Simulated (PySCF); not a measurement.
SbH₂Cl, SMILES [Cl][SbH2]. Atoms are numbered in the order given.

```xyz
4

Sb    -0.5674     0.0481     0.0000
H     -0.7275    -1.1488     1.2142
H     -0.7275    -1.1488    -1.2142
Cl     1.7877    -0.0092     0.0000
```

The structure is a stationary point at PBE0-D3(BJ)/def2-TZVP. The def2 effective core potentials stand for the cores of Sb; spin–orbit coupling is left out.

All values below come from PySCF with C-PCM-ωB97X/def2-SVP.

The values are the electrostatic part of the solvation free energy, E(continuum) − E(gas) at the gas-phase geometry, in a cavity of scaled van der Waals radii (PySCF's table); cavitation and dispersion terms are not included. A continuum can't describe solvent molecules that bind to the metal. In vacuum the orbital gap is 10.27 eV. The dipole moment in vacuum is 2.63 D.

| solvent | ε | ΔG(elec) (kcal/mol) | dipole (D) | gap (eV) |
|---|---|---|---|---|
| water | 78.36 | -3.3 | 3.51 | 10.40 |
| n-hexane | 1.88 | -1.4 | 2.99 | 10.33 |
| 1-octanol | 9.86 | -2.9 | 3.41 | 10.38 |
